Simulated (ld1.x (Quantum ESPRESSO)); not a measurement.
Which change was made? (Ca, PAW)

```json
{"Element": "Ca", "Generator": "ld1.x (Quantum ESPRESSO) 7.5", "Type": "PAW", "Functional": "LDA (PZ)", "Relativity": "scalar-relativistic", "Frozen core": "[Ne]", "Valence charge": "10", "Reference configuration": "3s2 3p6 3d0 4s1.5 4p0.5", "Partial waves": "3s (bound): rcut 1.50, rcutus 1.75 bohr; 4s (bound): rcut 1.50, rcutus 1.75 bohr; 3p (bound): rcut 1.85, rcutus 2.05 bohr; 4p (bound): rcut 1.85, rcutus 2.05 bohr; 3d (bound, empty): rcut 1.70, rcutus 2.25 bohr; 3d channel at 0.3 Ry: rcut 1.70, rcutus 2.25 bohr", "Local potential": "all-electron potential smoothed inside 1.50 bohr (lloc = -2)", "Core correction": "Bessel-smoothed model core inside 1.65 bohr", "Augmentation charge": "GAUSS, radius 1.40 bohr"}
```

Cutoffs, loose and tight: the cutoffs (Ry, on a coarse ladder) from which the occupation-weighted sum of valence levels, in a spherical-Bessel basis at the reference potential, stays within 10 and 1 mRy of its value at 400 Ry. They do not see the model core or the augmentation charge, which bear on the density cutoff. Test errors are all-electron minus pseudo excitation energies from the reference, over the configurations 3s2 3p6 3d0 4s2 4p0; 3s2 3p6 3d0 4s1 4p0; 3s2 3p6 3d0 4s0 4p0; 3s2 3p6 3d0 4s0 4p1; 3s2 3p6 3d1 4s0 4p0; 3s2 3p6 3d0 4s1 4p1; 3s2 3p6 3d1 4s1 4p0 (two spin-polarised tests are not counted in the largest error); variants that change the core or the reference have their own tests. The largest error is taken over the tests solved by every variant that gives reliable tests at all, those not shown here included: 3s2 3p6 3d0 4s0 4p0; 3s2 3p6 3d0 4s1 4p0; 3s2 3p6 3d0 4s2 4p0.

The base gives: outcome: generated, overlap not positive; bound ghosts: not determined (overlap not positive); largest test error (meV): -0.8.

Q: After one change the result is: outcome: generated; cutoff, loose: 21 Ry; cutoff, tight: 30 Ry; bound ghosts: none; largest test error (meV): +0.2. Which change was it?
A. all radii but the core radius scaled by about 1.16 (s 2.04, p 2.38, d 2.62 bohr, rcut 1.74/2.16/1.98); local potential all-electron potential smoothed inside 1.74 bohr (lloc = -2); augmentation GAUSS, radius 1.64 bohr
B. all radii but the core radius scaled by about 1.05 (s 1.84, p 2.14, d 2.36 bohr, rcut 1.58/1.94/1.78); local potential all-electron potential smoothed inside 1.58 bohr (lloc = -2); augmentation GAUSS, radius 1.46 bohr
C. all radii but the core radius scaled by about 0.83 (s 1.44, p 1.70, d 1.86 bohr, rcut 1.24/1.52/1.40); local potential all-electron potential smoothed inside 1.24 bohr (lloc = -2); augmentation GAUSS, radius 1.16 bohr

A: A. The others give: all radii but the core radius scaled by about 0.83 (s 1.44, p 1.70, d 1.86 bohr, rcut 1.24/1.52/1.40); local potential all-electron potential smoothed inside 1.24 bohr (lloc = -2); augmentation GAUSS, radius 1.16 bohr → outcome: generated; cutoff, loose: 30 Ry; cutoff, tight: 45 Ry; bound ghosts: none; largest test error (meV): -0.5 | all radii but the core radius scaled by about 1.05 (s 1.84, p 2.14, d 2.36 bohr, rcut 1.58/1.94/1.78); local potential all-electron potential smoothed inside 1.58 bohr (lloc = -2); augmentation GAUSS, radius 1.46 bohr → outcome: generated, overlap not positive; bound ghosts: not determined (overlap not positive); largest test error (meV): -8.9. A file whose overlap is not positive is unfit for use, and its test errors describe a broken file.
